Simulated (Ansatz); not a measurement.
Breaking the O3–H4 bond in GeH2O (SMILES [OH][GeH]) (multiplicity 1 held, fragments rigid). Energies count from the point at 0.963 Å.
Geometry at that point (charge 0, multiplicity 1):
```tsv
atom	x (Å)	y (Å)	z (Å)
Ge	-0.2353	-0.2010	0.2473
H	-1.4109	-0.0317	-0.8587
O	1.0252	0.6808	-0.6889
H	0.7380	1.0157	-1.5451
```

Unrestricted levels (U-) break spin symmetry where that is lower. Active spaces are followed from a long bond inwards. Levels need not reach the same state.

Cores are frozen in the correlated methods. Filled d and f shells under p-block atoms count as core.

The values were computed with Ansatz (a quantum-chemistry and plane-wave program). 

Problem. Predict the energy at R = 3.082 Å from FIC-MRCISD+Q on CASSCF(4,3)/cc-pVTZ.

Solution. 111.2 kcal/mol

Problem. What energy at R = 3.082 Å does FIC-MRCISD on CASSCF(4,3)/cc-pVTZ give?

Solution. 111.8 kcal/mol

Problem. Estimate the energy at R = 3.082 Å that U-r2SCAN/cc-pVTZ returns for this input.

Solution. 101.7 kcal/mol

Doubts at one or more of the structures used: a spin-contaminated determinant (U-r2SCAN/cc-pVTZ); active orbitals that take no part (FIC-MRCISD on CASSCF(4,3)/cc-pVTZ, FIC-MRCISD+Q on CASSCF(4,3)/cc-pVTZ).
